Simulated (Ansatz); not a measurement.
Program: Ansatz. Geometries: PBE0-D4/def2-TZVP. ΔE: electronic, gas phase. CCSD(T)/CBS is the MP2 limit (def2-TZVPP, def2-QZVPP) plus CCSD(T) − MP2 in def2-TZVPP, frozen cores. This one scheme is used for every species. Functionals use def2-TZVPP. B3LYP here is the variant with VWN-RPA as its local correlation; programs differ in this. One conformer a species, not always the lowest.

`N#COC(F)[SiH3]` + CH₃SH → `CSC(F)[SiH3]` + `N#CO`  (substitution at a C–O bond)

`N#COC(F)[SiH3]`:

```xyz
10

N     0.840   -3.103   -1.219
C     0.819   -1.991   -0.916
O     0.841   -0.750   -0.569
C    -0.415   -0.195   -0.154
F    -1.172    0.023   -1.268
Si   -0.051    1.455    0.756
H    -0.935   -0.942    0.455
H     0.706    2.329   -0.168
H    -1.365    2.041    1.110
H     0.732    1.134    1.972
```

CH₃SH:

Z-matrix (Å, degrees):
```
C
S 1 1.806
H 1 1.089 2 111.5
H 1 1.089 2 111.5 3 -123.8
H 1 1.090 2 106.2 3 118.1
H 2 1.342 1 97.1 3 61.9
```

`CSC(F)[SiH3]`:

```xyz
12

C    -0.825    0.249    2.136
S    -1.043   -0.436    0.485
C     0.302    0.326   -0.387
F     0.059    1.674   -0.668
Si    0.613   -0.631   -2.006
H    -1.627   -0.154    2.755
H    -0.906    1.335    2.113
H     0.135   -0.052    2.560
H     1.197    0.298    0.244
H     1.295   -1.906   -1.674
H    -0.682   -0.899   -2.679
H     1.482    0.197   -2.879
```

`N#CO`:

```xyz
4

N     1.499   -0.236    0.556
C     0.407   -0.196    0.188
O    -0.821   -0.218   -0.206
H    -1.086    0.650   -0.538
```

```csv
level,ΔE (kJ/mol)
PBE-D4,-40.4
r2SCAN-D4,-36.2
ωB97X-V,-29.9
PBE,-36.9
PBE0,-35.3
B3LYP,-26.1
CCSD(T)/def2-TZVPP,-29.3
HF/CBS(def2),-12.1
```

Q: What does CCSD(T)/CBS give? (Best estimate.)

A: Ansatz gave: -35.8 kJ/mol. The listed levels differ from it by -4.6, -0.4, 5.9, -1.1, 0.5, 9.7, 6.5, 23.7 kJ/mol.

Largest T1 diagnostic among the species: 0.014.

In def2-TZVPP, CCSD(T) changes the Hartree–Fock value by −17.1 kJ/mol (the triples alone add −2.7 kJ/mol) and MP2 by −25.0 kJ/mol. The D4 term adds −5.8 kJ/mol with B3LYP and −3.0 kJ/mol with PBE0; it sums over pairs of atoms, weighted by their polarisabilities, and B3LYP, whose exchange is more repulsive, gets the larger term.
